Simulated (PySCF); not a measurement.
# Excitation energy of P by level of theory

P [Ne] 3s2 3p3 (4S) → P [Ne] 3s2 3p2 4s1 (4P), as a difference of total energies. Calculation: PySCF 2.14, in dyall-acv3z (19s12p6d4f, 113 functions); no relativity, point nucleus. Correlated levels: valence: [Ne] frozen; valence and next inner shell: 1s2 frozen; virtual orbitals above 40 to 60 times the deepest correlated orbital energy dropped. The calculations carry no spin-orbit coupling.

| method | excitation energy (eV) |
| --- | --- |
| UHF | 6.773 |
| LDA | 6.925 |
| PBE | 6.911 |
| PBE0 | 7.020 |
| TPSS | 7.092 |
| M06-2X | 6.916 |
| MN15 | 7.077 |
| MP2 (valence) | 7.106 |
| SCS-MP2 (valence) | 7.008 |
| SCS-MP2 (valence and next inner shell) | 7.010 |

Question: Estimate what MP2 (valence and next inner shell) gives.

Answer: 7.106 eV, closest to MP2 (valence) among the rows shown.

Question: Estimate what r2SCAN gives.

Answer: 7.246 eV, closest to MP2 (valence) among the rows shown.

Errors of the correlated levels include the incompleteness of this basis and the frozen core.

For comparison: 6.967 eV (measured; NIST levels, between the centres of gravity of the two terms).
